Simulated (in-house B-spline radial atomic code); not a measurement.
Ionising Cd V (Cd4+) with different functionals

Computed with an all-electron radial atomic-structure program (B-spline basis): four-component Dirac-Coulomb Hamiltonian, Fermi nucleus of rms radius 4.6087 fm, spin-restricted, spherical fractional occupations for the functionals. The ionisation energy is the difference of two self-consistent energies, [Kr] 4d8 → [Kr] 4d7, without Breit or QED terms; ε is the level of the shell that loses the electron (mean over j). The electron is taken from both j subshells in proportion to 2j + 1, so the result is a j average, not the step between ground levels.

Hybrids are left out here: with spherical fractional occupations of an open shell their exact exchange keeps a self-interaction that integer-occupation calculations don't have.

```json
{"method": "LDA VWN5", "rung": "LDA", "ΔSCF (eV)": "71.54", "-ε(4d) (eV)": "62.72"}
{"method": "relativistic LDA", "rung": "LDA", "ΔSCF (eV)": "?", "-ε(4d) (eV)": "?"}
{"method": "LDA PW92", "rung": "LDA", "ΔSCF (eV)": "71.53", "-ε(4d) (eV)": "62.71"}
{"method": "LDA exchange-only", "rung": "LDA", "ΔSCF (eV)": "69.73", "-ε(4d) (eV)": "60.94"}
{"method": "PBE", "rung": "GGA", "ΔSCF (eV)": "71.33", "-ε(4d) (eV)": "62.50"}
{"method": "PBEsol", "rung": "GGA", "ΔSCF (eV)": "?", "-ε(4d) (eV)": "?"}
{"method": "BLYP", "rung": "GGA", "ΔSCF (eV)": "71.16", "-ε(4d) (eV)": "62.35"}
{"method": "RPBE", "rung": "GGA", "ΔSCF (eV)": "71.27", "-ε(4d) (eV)": "62.44"}
{"method": "PW91", "rung": "GGA", "ΔSCF (eV)": "71.42", "-ε(4d) (eV)": "62.59"}
{"method": "BP86", "rung": "GGA", "ΔSCF (eV)": "71.39", "-ε(4d) (eV)": "62.57"}
{"method": "AM05", "rung": "GGA", "ΔSCF (eV)": "71.30", "-ε(4d) (eV)": "62.48"}
{"method": "OLYP", "rung": "GGA", "ΔSCF (eV)": "71.62", "-ε(4d) (eV)": "62.75"}
```

What does PBEsol give?

ΔSCF 71.30 eV, and -ε(4d) = 62.48 eV.

What does relativistic LDA give?

ΔSCF 71.55 eV, and -ε(4d) = 62.74 eV.

How do they compare with the NIST value?

NIST lists 68 eV ± 1.9 (tabulated theory, ground level to ground level). Errors run from +1.83 to +3.72 eV; all lie within about twice that uncertainty, so the table can't rank the methods.
